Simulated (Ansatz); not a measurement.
Reaction (formal exchange of groups at a Zn–Te bond): `[CH3][Zn][TeH]` + `[SiH3]Cl` → `[CH3][Zn][SiH2]Cl` + H₂Te

Calculated with Ansatz (gas phase, PBE0-D4/def2-TZVP geometries, no zero-point term in ΔE). CBS: MP2 limit from def2 TZ/QZ plus the TZ coupled-cluster correction, frozen cores. This one scheme is used for every species. DFT in def2-TZVPP. Elements past krypton have def2 core potentials. For Te, Zn outer-core shells are correlated without core-valence functions, which leaves a few kJ/mol of doubt a bond. Scalar relativity is left out up to krypton. Each species was taken in one conformer, which may not be the lowest.

```json
{"level": "BHLYP-D4", "ΔE (kcal/mol)": "26.8", "difference from CCSD(T)/CBS": "0.1"}
{"level": "PBE0", "ΔE (kcal/mol)": "24.0", "difference from CCSD(T)/CBS": "-2.7"}
{"level": "r2SCANh", "ΔE (kcal/mol)": "25.1", "difference from CCSD(T)/CBS": "-1.6"}
{"level": "LC-ωPBE", "ΔE (kcal/mol)": "23.8", "difference from CCSD(T)/CBS": "-2.9"}
{"level": "MP2/def2-SVP", "ΔE (kcal/mol)": "27.8", "difference from CCSD(T)/CBS": "1.1"}
{"level": "HF/def2-TZVPP", "ΔE (kcal/mol)": "30.2", "difference from CCSD(T)/CBS": "3.5"}
{"level": "CCSD(T)/def2-TZVPP", "ΔE (kcal/mol)": "24.8", "difference from CCSD(T)/CBS": "-1.9"}
{"level": "MP2/def2-QZVPP", "ΔE (kcal/mol)": "28.6", "difference from CCSD(T)/CBS": "1.9"}
{"level": "HF/CBS(def2)", "ΔE (kcal/mol)": "30.5", "difference from CCSD(T)/CBS": "3.8"}
{"level": "CCSD/CBS(def2)", "ΔE (kcal/mol)": "27.1", "difference from CCSD(T)/CBS": "0.4"}
{"level": "CCSD(T)/CBS", "ΔE (kcal/mol)": "26.7", "difference from CCSD(T)/CBS": "0"}
```

Largest T1 diagnostic among the species: 0.013.

From BLYP to BHLYP (50 % exact exchange), in def2-TZVPP and without D4, ΔE moves by +3.9 kcal/mol. Leaving LDA and LC-ωPBE aside and taking each functional with its dispersion term where it has one, the values, not all of them listed here, spread over 5.1 kcal/mol, from revPBE-D4 to BHLYP-D4. In def2-TZVPP, CCSD(T) changes the Hartree–Fock value by −5.4 kcal/mol (the triples alone add −0.4 kcal/mol) and MP2 by −2.7 kcal/mol.
